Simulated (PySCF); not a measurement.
**Radial density of Zn (zinc, neutral)**

revPBE, [Ar] 3d10 4s2, closed-shell 1S. Calculation: PySCF 2.14, in aug-cc-pwCVTZ-DK (10s9p7d4f3g, 127 functions); scalar relativity by spin-free X2C-1e.

| r (bohr) | 4πr²ρ (e/bohr) |
| --- | --- |
| 0.000893 | 0.2895 |
| 0.00150 | 0.7202 |
| 0.00253 | 1.753 |
| 0.00425 | 4.115 |
| 0.00715 | 9.099 |
| 0.0120 | 18.09 |
| 0.0202 | 29.92 |
| 0.0340 | 36.70 |
| 0.0572 | 31.42 |
| 0.0963 | 31.76 |
| 0.162 | 42.06 |
| 0.272 | 24.96 |
| 0.458 | 22.25 |
| 0.771 | 19.52 |
| 1.30 | 5.375 |
| 2.18 | 1.523 |
| 3.67 | 0.3823 |
| 6.17 | 0.02377 |
| 10.4 | 0.0001087 |

Densities and radii are taken from the X2C orbitals without a picture-change correction, which distorts them close to the nucleus.
